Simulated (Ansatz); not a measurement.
Consider the ligand exchange at the Al–C bond: `N=[C](F)[AlH2]` + `N=C=O` → `O=C=[N][AlH2]` + `N=CF`.

Isolated molecules relaxed with PBE0-D4/def2-TZVP in Ansatz; ΔE leaves out vibrations. CCSD(T)/CBS is the MP2 limit (def2-TZVPP, def2-QZVPP) plus CCSD(T) − MP2 in def2-TZVPP, frozen cores. This one scheme is used for every species. Functionals use def2-TZVPP. B3LYP here is the variant with VWN-RPA as its local correlation; programs differ in this. HSE06 is defined as in plane-wave codes. One conformer a species, not always the lowest.

```json
{"level": "BLYP-D4", "ΔE (kJ/mol)": "-140.1", "difference from CCSD(T)/CBS": "8.0"}
{"level": "B3LYP-D4", "ΔE (kJ/mol)": "-148.5", "difference from CCSD(T)/CBS": "-0.4"}
{"level": "HSE06-D4", "ΔE (kJ/mol)": "-145.6", "difference from CCSD(T)/CBS": "2.5"}
{"level": "revPBE", "ΔE (kJ/mol)": "-135.6", "difference from CCSD(T)/CBS": "12.5"}
{"level": "BLYP", "ΔE (kJ/mol)": "-141.6", "difference from CCSD(T)/CBS": "6.5"}
{"level": "r2SCAN", "ΔE (kJ/mol)": "-148.1", "difference from CCSD(T)/CBS": "0.0"}
{"level": "r2SCANh", "ΔE (kJ/mol)": "-150.7", "difference from CCSD(T)/CBS": "-2.6"}
{"level": "CCSD(T)/def2-SVP", "ΔE (kJ/mol)": "-161.4", "difference from CCSD(T)/CBS": "-13.3"}
{"level": "MP2/def2-QZVPP", "ΔE (kJ/mol)": "-154.3", "difference from CCSD(T)/CBS": "-6.2"}
{"level": "MP2/CBS(def2)", "ΔE (kJ/mol)": "-153.3", "difference from CCSD(T)/CBS": "-5.2"}
{"level": "CCSD(T)/CBS", "ΔE (kJ/mol)": "-148.1", "difference from CCSD(T)/CBS": "0"}
```

Task: What do rigid-rotor, harmonic-oscillator terms from PBE0-D4/def2-TZVP frequencies (298.15 K, 1 bar) make of the CCSD(T)/CBS value? (An estimate is asked.)

Result: Computed: ΔZPE = +6.3 kJ/mol, ΔH = -142.6 kJ/mol, ΔS = 0 J/(mol·K), ΔG = -142.6 kJ/mol.

Largest T1 diagnostic among the species: 0.018.

Leaving LDA and LC-ωPBE aside and taking each functional with its dispersion term where it has one, the values, not all of them listed here, spread over 25.2 kJ/mol, from BHLYP-D4 to revPBE-D4. From PBE to PBE0 (25 % exact exchange), in def2-TZVPP and without D4, ΔE moves by −10.3 kJ/mol. In def2-TZVPP, CCSD(T) changes the Hartree–Fock value by +23.3 kJ/mol (the triples alone add +4.4 kJ/mol) and MP2 by +18.1 kJ/mol.
